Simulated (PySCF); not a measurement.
## NMR data sheet: C₈H₉FO₂

```yaml
Formula: C8H9FO2
SMILES: COC(=O)[C@@H]1[C@H]2C=CC[C@]21F
Point_group_of_the_computed_structure: C1
Degrees_of_unsaturation: 4
Carbon_signals: 8
Proton_signals: 7
```

Atom-mapped SMILES (the numbers label the heavy atoms): `[CH3:1][O:2][C:3](=[O:4])[C@@H:5]1[C@H:6]2[CH:7]=[CH:8][CH2:9][C@@:10]12[F:11]` (H(Xn): hydrogen on atom n). Ha(C9) is cis to C5 on the ring; Hb(C9) is trans to C5 on the ring.

[PySCF: structure optimised with GFN2-xTB; GIAO PBE0/pcSseg-1 shieldings; gas phase; one averaged value for each set of equivalent atoms; relativity neglected; one computed conformer]

Scale: ¹H (σref 31.72), ¹³C (σref 186.93) vs TMS; ¹⁹F (σref 170.95) against CFCl3; ¹⁷O (σref 336.08) vs H2O (reference shieldings calculated alike).

| carbon | δC, type | δH (multiplicity) | HMBC from (2–3 bonds) | span of the C tensor (ppm) |
| --- | --- | --- | --- | --- |
| C1 | 52.4, CH3 | 4.04 (s) | – | 82 |
| C3 | 175.0, C | – | H(C1), H(C6), H(C5) | 157 |
| C5 | 41.0, CH | 1.17 (m) | H(C7), Hb(C9), H(C6), Ha(C9) | 83 |
| C6 | 39.8, CH | 3.03 (m) | H(C7), H(C8), Hb(C9), Ha(C9), H(C5) | 74 |
| C7 | 141.5, CH | 6.24 (m) | H(C8), Hb(C9), H(C6), Ha(C9), H(C5) | 203 |
| C8 | 137.6, CH | 5.71 (m) | H(C7), Hb(C9), H(C6), Ha(C9) | 204 |
| C9 | 45.5, CH2 | Hb(C9) 3.25 (m); Ha(C9) 2.87 (m) | H(C7), H(C8), H(C6), H(C5) | 40 |
| C10 | 92.1, C | – | H(C7), H(C8), Hb(C9), H(C6), Ha(C9), H(C5) | 108 |

Other nuclei:
| atoms | nucleus | environment | δ (ppm) | σ (ppm) |
| --- | --- | --- | --- | --- |
| F11 | ¹⁹F | fluorine on an sp3 carbon | -220.7 | 391.7 |
| O4 | ¹⁷O | ester carbonyl oxygen | 416.0 | -79.9 |
| O2 | ¹⁷O | ester alkoxy oxygen | 192.1 | 144.0 |

- Carbon types of the structure: 2 × C, 4 × CH, 1 × CH2, 1 × CH3, which accounts for all hydrogens.
- δC 175.0: ester carbonyl carbon; it is a carbonyl in resonance with an O or N lone pair, the region of acids, esters and amides.
- δC 141.5, 137.6: alkene CH; the olefinic region.
- δC 92.1, 41.0, 39.8: three-membered-ring carbon.
- δC 52.4: methyl carbon bonded to O; deshielded by the electronegative neighbour.
- δH 6.24, 5.71: hydrogen on an alkene CH; olefinic region.

Splittings by ¹⁹F in the carbon and heteronuclear signals aren't shown, as no couplings were computed. Shifts are as computed. Against solution values, carbons near 30 ppm lie about +3 ppm off and those near 130 ppm about +5 ppm. Of 1211 compounds with measured shifts, 218 miss one by over three times the rms of a fit or turn the order of signals round; such compounds aren't used in these exercises. Unscaled 19F shifts against computed CFCl3 carry errors that often reach 10 to 50 ppm. Unscaled 17O shifts of doubly bonded oxygen tend to come out too high, by tens of ppm or more. Experimental scales use liquid or dissolved standards, which lie at an offset from isolated H2O (liquid H2O: subtract about 36 ppm). Multiplicities follow the n + 1 count of equivalent neighbours, as no J values were calculated; m marks all less simple cases, F and P coupling included.
